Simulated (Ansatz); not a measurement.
Consider the atomization: `C=N[SiH](O)[SiH3]` → C• + 7 H• + N• + O• + 2 Si•.

Isolated molecules relaxed with PBE0-D4/def2-TZVP in Ansatz; ΔE leaves out vibrations. CCSD(T)/CBS adds triple-zeta CCSD(T) − MP2 to the extrapolated MP2 energy (def2 sets, frozen cores). This one scheme is used for every species, atoms too. For atomizations the MP2-based limit and the directly extrapolated one differ by several kJ/mol either way, and by 10 to 25 for some Ge, Se and Sn compounds, so smaller differences from it don't rank the levels. DFT in def2-TZVPP. No spin–orbit coupling; open shells (•) take unrestricted orbitals. Spin–orbit coupling would lower the free atoms: a little for C, O, Si. Each species was taken in one conformer, which may not be the lowest.

CCSD(T)/CBS gives +1010.3 kcal/mol.

(1) Another level gave +1010.4 kcal/mol. Which?
A. BLYP-D4/def2-TZVPP
B. BHLYP/def2-TZVPP
C. PBE-D4/def2-TZVPP
D. r2SCAN-D4/def2-TZVPP

Largest T1 diagnostic among the species: 0.013.

## Answers

(1) A. BLYP-D4 1010.4, PBE-D4 1020.4, r2SCAN-D4 1007.1, BHLYP 973.8 kcal/mol.

At CCSD(T), def2-SVP lies −75.6 kcal/mol from the extrapolated value and def2-TZVPP −30.3 kcal/mol: correlation converges slowly with the basis, and small sets miss more of it in the bonded molecule than in its fragments. From r2SCAN to r2SCAN0 (25 % exact exchange), in def2-TZVPP and without D4, ΔE moves by −17.4 kcal/mol: exact exchange takes away binding that semilocal exchange gives to molecules. In def2-TZVPP, CCSD(T) changes the Hartree–Fock value by +259.9 kcal/mol (the triples alone add +14.9 kcal/mol) and MP2 by +270.1 kcal/mol; breaking electron pairs costs correlation energy, which Hartree–Fock lacks.
